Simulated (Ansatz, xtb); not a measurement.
Diatomic GeW, multiplicity 7 (lowest of 2S+1 = 1, 3, 5, 7, 9 at CCSD(T)/def2-TZVPP on PBE0 minima; our sources give no spin for the ground state, which may be another). No spin–orbit coupling. Ge is treated without relativity.

Seven points along R, fitted to fifth degree in 1/R; most abundant isotopes. Runs in def2 and cc sets follow the lowest solution found near the PBE0 minimum.

Run with Ansatz (Gaussian orbitals); xtb for the GFN methods.  In def2 rows elements past Kr take small-core potentials, without spin–orbit coupling. The GFN methods have no spin term and hold the electronic entropy of 300 K.

```json
[
 {"level": "GFN1-xTB", "r_e (Å)": "2.596", "ω_e (cm⁻¹)": "192", "B_e (cm⁻¹)": "0.0474", "α_e (cm⁻¹)": "0.00013", "dipole (D)": "-"},
 {"level": "GFN2-xTB", "r_e (Å)": "2.649", "ω_e (cm⁻¹)": "176", "B_e (cm⁻¹)": "0.0456", "α_e (cm⁻¹)": "0.00014", "dipole (D)": "-"},
 {"level": "SVWN5/def2-TZVPP", "r_e (Å)": "2.546", "ω_e (cm⁻¹)": "220", "B_e (cm⁻¹)": "0.0493", "α_e (cm⁻¹)": "0.00016", "dipole (D)": "1.14"},
 {"level": "PBE/def2-TZVPP", "r_e (Å)": "2.590", "ω_e (cm⁻¹)": "206", "B_e (cm⁻¹)": "0.0477", "α_e (cm⁻¹)": "0.00016", "dipole (D)": "1.42"},
 {"level": "r2SCAN/def2-TZVPP", "r_e (Å)": "2.565", "ω_e (cm⁻¹)": "212", "B_e (cm⁻¹)": "0.0486", "α_e (cm⁻¹)": "0.00017", "dipole (D)": "1.99"},
 {"level": "B97M-V/def2-TZVPP", "r_e (Å)": "2.613", "ω_e (cm⁻¹)": "201", "B_e (cm⁻¹)": "0.0468", "α_e (cm⁻¹)": "0.00016", "dipole (D)": "1.59"},
 {"level": "B3LYP/def2-TZVPP", "r_e (Å)": "2.603", "ω_e (cm⁻¹)": "203", "B_e (cm⁻¹)": "0.0472", "α_e (cm⁻¹)": "0.00016", "dipole (D)": "1.51"},
 {"level": "PBE0/def2-TZVPP", "r_e (Å)": "2.568", "ω_e (cm⁻¹)": "213", "B_e (cm⁻¹)": "0.0485", "α_e (cm⁻¹)": "0.00016", "dipole (D)": "1.95"},
 {"level": "BHLYP/def2-TZVPP", "r_e (Å)": "2.590", "ω_e (cm⁻¹)": "203", "B_e (cm⁻¹)": "0.0477", "α_e (cm⁻¹)": "0.00018", "dipole (D)": "2.07"},
 {"level": "CAM-B3LYP/def2-TZVPP", "r_e (Å)": "2.569", "ω_e (cm⁻¹)": "212", "B_e (cm⁻¹)": "0.0484", "α_e (cm⁻¹)": "0.00017", "dipole (D)": "1.93"},
 {"level": "wB97X-V/def2-TZVPP", "r_e (Å)": "2.557", "ω_e (cm⁻¹)": "215", "B_e (cm⁻¹)": "0.0489", "α_e (cm⁻¹)": "0.00018", "dipole (D)": "2.25"},
 {"level": "wB97M-V/def2-TZVPP", "r_e (Å)": "2.562", "ω_e (cm⁻¹)": "214", "B_e (cm⁻¹)": "0.0487", "α_e (cm⁻¹)": "0.00017", "dipole (D)": "1.78"},
 {"level": "B2PLYP/def2-TZVPP", "r_e (Å)": "2.564", "ω_e (cm⁻¹)": "225", "B_e (cm⁻¹)": "0.0486", "α_e (cm⁻¹)": "0.00014", "dipole (D)": "-"}
]
```

Correlated levels freeze the inner cores; with def2 sets outer-core shells near the valence are correlated too.

Ansatz is a quantum-chemistry and plane-wave program.
